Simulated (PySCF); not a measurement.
PySCF input file for ReF4, SMILES [F][Re]([F])([F])[F] (connectivity only; charge and spin as stated), neutral, multiplicity 4, TDA-PBE/def2-SVPD. The structure is a stationary point at r2SCAN-D4/def2-SVP. The spin state was assumed, not searched. The def2 effective core potentials stand for the cores of Re; spin–orbit coupling is left out.

```python
import numpy as np
from pyscf import gto, scf, dft, tdscf

mol = gto.M(
    atom='''
    Re    0.00000000    0.00000000    0.00000000
    F     1.86564287    0.00000000    0.00000000
    F    -1.86564287    0.00000000    0.00000000
    F     0.00000000    1.86564287    0.00000000
    F     0.00000000   -1.86564287    0.00000000
    ''',
    basis='def2-SVPD',
    ecp={'Re': 'def2-svp'},
    charge=0,
    spin=3,
    max_memory=1600,
    verbose=4,
)
mf = dft.UKS(mol, xc='pbe').density_fit(auxbasis='def2-universal-jkfit')
mf.grids.level = 3
mf.conv_tol = 1e-9
mf.max_cycle = 100
mf.kernel()
fine, coarse = mf.grids, dft.Grids(mol).set(level=1).build(with_non0tab=True)
for _ in range(3):  # follow internal instabilities
    mf.grids = coarse
    mo, _, stable, _ = mf.stability(return_status=True, nroots=4)
    mf.grids = fine
    if stable:
        break
    mf.kernel(mf.make_rdm1(mo, mf.mo_occ))
mf.grids = dft.Grids(mol).set(level=1).build(with_non0tab=True)  # coarser grid for the response kernel
td = tdscf.TDA(mf)
td.nstates = 10
td.conv_tol = 1e-4
td.positive_eig_threshold = 1e-6
td.kernel(x0=td.get_init_guess(mf, 15))
td.analyze(verbose=3)
```

Output:

```
PySCF version 2.14.0

[INPUT] verbose = 4
[INPUT] num. atoms = 5
[INPUT] num. electrons = 51
[INPUT] charge = 0
[INPUT] spin (= nelec alpha-beta = 2S) = 3
[INPUT] symmetry False subgroup None
[INPUT] Mole.unit = angstrom
[INPUT] Symbol           X                Y                Z      unit          X                Y                Z       unit  Magmom
[INPUT]  1 Re     0.000000000000   0.000000000000   0.000000000000 AA    0.000000000000   0.000000000000   0.000000000000 Bohr   0.0
[INPUT]  2 F      1.865642870000   0.000000000000   0.000000000000 AA    3.525554070548   0.000000000000   0.000000000000 Bohr   0.0
[INPUT]  3 F     -1.865642870000   0.000000000000   0.000000000000 AA   -3.525554070548   0.000000000000   0.000000000000 Bohr   0.0
[INPUT]  4 F      0.000000000000   1.865642870000   0.000000000000 AA    0.000000000000   3.525554070548   0.000000000000 Bohr   0.0
[INPUT]  5 F      0.000000000000  -1.865642870000   0.000000000000 AA    0.000000000000  -3.525554070548   0.000000000000 Bohr   0.0

nuclear repulsion = 241.125956401065
number of shells = 49
number of NR pGTOs = 192
number of NR cGTOs = 127
basis = def2-SVPD
ecp = {'Re': 'def2-svp'}


[settings echo left out]
init E= -465.05077896982
  alpha nocc = 27  HOMO = -0.422647939843602  LUMO = -0.403759282530715
  beta  nocc = 24  HOMO = -0.671698273684556  LUMO = -0.448400349017966

WARN: HOMO -0.422647939843602 >= LUMO -0.448400349017966

cycle= 1 E= -476.884663373596  delta_E= -11.8  |g|= 0.866  |ddm|= 5.62
  alpha nocc = 27  HOMO = -0.206756959389158  LUMO = -0.181725550179211
  beta  nocc = 24  HOMO = -0.242596973957275  LUMO = -0.211167369840403

WARN: HOMO -0.206756959389158 >= LUMO -0.211167369840403

cycle= 2 E= -472.337482373143  delta_E= 4.55  |g|= 3.43  |ddm|=  2.8
  alpha nocc = 27  HOMO = -0.186764266492291  LUMO = -0.11591950871486
  beta  nocc = 24  HOMO = -0.336183098660985  LUMO = -0.160767444561614
  HOMO = -0.186764266492  LUMO = -0.160767444562  gap/eV = 0.70741
cycle= 3 E= -477.132722804911  delta_E= -4.8  |g|= 0.247  |ddm|= 2.49
  alpha nocc = 27  HOMO = -0.268752099353764  LUMO = -0.197473210391876
  beta  nocc = 24  HOMO = -0.378764184967305  LUMO = -0.231677348342803
  HOMO = -0.268752099354  LUMO = -0.231677348343  gap/eV = 1.00886
cycle= 4 E= -477.160013922695  delta_E= -0.0273  |g|= 0.0904  |ddm|= 0.381
  alpha nocc = 27  HOMO = -0.250827600760131  LUMO = -0.176575509791759
  beta  nocc = 24  HOMO = -0.367335196895827  LUMO = -0.213836568978884
  HOMO = -0.25082760076  LUMO = -0.213836568979  gap/eV = 1.00658
cycle= 5 E= -477.164036769654  delta_E= -0.00402  |g|= 0.0103  |ddm|= 0.0978
  alpha nocc = 27  HOMO = -0.250389454257329  LUMO = -0.175624859661273
  beta  nocc = 24  HOMO = -0.368288096482188  LUMO = -0.212285133136387
  HOMO = -0.250389454257  LUMO = -0.212285133136  gap/eV = 1.03687
cycle= 6 E= -477.164081822141  delta_E= -4.51e-05  |g|= 0.00154  |ddm|= 0.00929
  alpha nocc = 27  HOMO = -0.25042960640571  LUMO = -0.17549988101448
  beta  nocc = 24  HOMO = -0.368473858697809  LUMO = -0.212136523144675
  HOMO = -0.250429606406  LUMO = -0.212136523145  gap/eV = 1.04201
cycle= 7 E= -477.164082977481  delta_E= -1.16e-06  |g|= 0.000252  |ddm|= 0.00166
  alpha nocc = 27  HOMO = -0.250446061975852  LUMO = -0.175478377719803
  beta  nocc = 24  HOMO = -0.368494667560832  LUMO = -0.212145877525998
  HOMO = -0.250446061976  LUMO = -0.212145877526  gap/eV = 1.04220
cycle= 8 E= -477.164083018329  delta_E= -4.08e-08  |g|= 0.000101  |ddm|= 0.000444
  alpha nocc = 27  HOMO = -0.250451429877927  LUMO = -0.175481663835324
  beta  nocc = 24  HOMO = -0.36849451504479  LUMO = -0.212152088532179
  HOMO = -0.250451429878  LUMO = -0.212152088532  gap/eV = 1.04218
cycle= 9 E= -477.164083023433  delta_E= -5.1e-09  |g|= 3.12e-06  |ddm|= 0.000108
  alpha nocc = 27  HOMO = -0.25045133569256  LUMO = -0.175481947669233
  beta  nocc = 24  HOMO = -0.368495019725794  LUMO = -0.212152124162824
  HOMO = -0.250451335693  LUMO = -0.212152124163  gap/eV = 1.04217
cycle= 10 E= -477.164083023442  delta_E= -9.21e-12  |g|= 6.91e-07  |ddm|= 5.53e-06
  alpha nocc = 27  HOMO = -0.250451466557783  LUMO = -0.175482212817222
  beta  nocc = 24  HOMO = -0.368494921990181  LUMO = -0.21215234660756
  HOMO = -0.250451466558  LUMO = -0.212152346608  gap/eV = 1.04217
Extra cycle  E= -477.164083023445  delta_E= -2.39e-12  |g|= 2.13e-06  |ddm|= 1.92e-06
converged SCF energy = -477.164083023445  <S^2> = 3.757235  2S+1 = 4.0036158
tot grids = 30136
uhf_internal: lowest eigs of H = [0.70112516 0.70117759 0.70348104 0.7049583 ]
<class 'pyscf.df.df_jk.DFUKS'> wavefunction is stable in the internal stability analysis
tot grids = 30136
Overwritten attributes  positive_eig_threshold  of <class 'pyscf.tdscf.uks.TDA'>


******** <class 'pyscf.tdscf.uks.TDA'> for <class 'pyscf.df.df_jk.DFUKS'> ********
nstates = 10
deg_eia_thresh = 1.000e-03
wfnsym = None
conv_tol = 0.0001
eigh lindep = 1e-12
eigh level_shift = 0
eigh max_cycle = 100


Excitation energies (eV)
[1.06830866 1.06830866 2.68060471 4.25110132 4.32259743 4.61623458
 4.87305471 4.87305472 4.922322   4.92232207]

** Excitation energies and oscillator strengths **
Excited State   1:      1.06831 eV   1160.57 nm  f=0.0000
Excited State   2:      1.06831 eV   1160.57 nm  f=0.0000
Excited State   3:      2.68060 eV    462.52 nm  f=0.0000
Excited State   4:      4.25110 eV    291.65 nm  f=0.0000
Excited State   5:      4.32260 eV    286.83 nm  f=0.0000
Excited State   6:      4.61623 eV    268.58 nm  f=0.0000
Excited State   7:      4.87305 eV    254.43 nm  f=0.0012
Excited State   8:      4.87305 eV    254.43 nm  f=0.0012
Excited State   9:      4.92232 eV    251.88 nm  f=0.0040
Excited State  10:      4.92232 eV    251.88 nm  f=0.0040
```

Self-consistency was reached.
